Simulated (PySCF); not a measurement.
**Os⁺ (osmium, charge +1) across methods**

[Xe] 4f14 5d7, high-spin 4F determinant (an excited configuration). All numbers are calculated (PySCF 2.14, a scalar-relativistic core potential, in aug-cc-pVTZ-PP with ECP60MDF (6s6p5d3f2g, 88 functions)). The B2PLYP total includes its PT2 part (frozen core); its orbital energies are those of the SCF part.

```csv
method,E (hartree),mean ε 5p β (eV),mean ε 5d α (eV),mean ε 5d β (eV),Σ⟨r²⟩ (bohr²),⟨S²⟩
B97-3,-90.4593,-57.983,-14.382,-12.855,39.25,3.753
UHF,-89.76558,-64.593,-17.962,-15.679,38.83,3.756
LDA,-90.2477,-55.181,-13.235,-11.637,39.97,3.752
B2PLYP,-90.2456,-60.373,-15.689,-13.928,39.25,3.754
r2SCAN,-90.4721,-55.919,-13.284,-11.537,39.29,3.755
CAM-B3LYP,-90.3912,-59.229,-15.780,-14.253,39.51,3.753
PBEsol,-90.3237,-54.996,-13.072,-11.463,39.76,3.752
PBE0,-90.4344,-57.701,-14.453,-12.774,39.30,3.753
PBE,-90.4658,-55.067,-13.062,-11.520,39.71,3.752
```

Energies and moments cover only the electrons outside the core potential. Spin-orbit coupling, absent here, splits the open shell strongly.
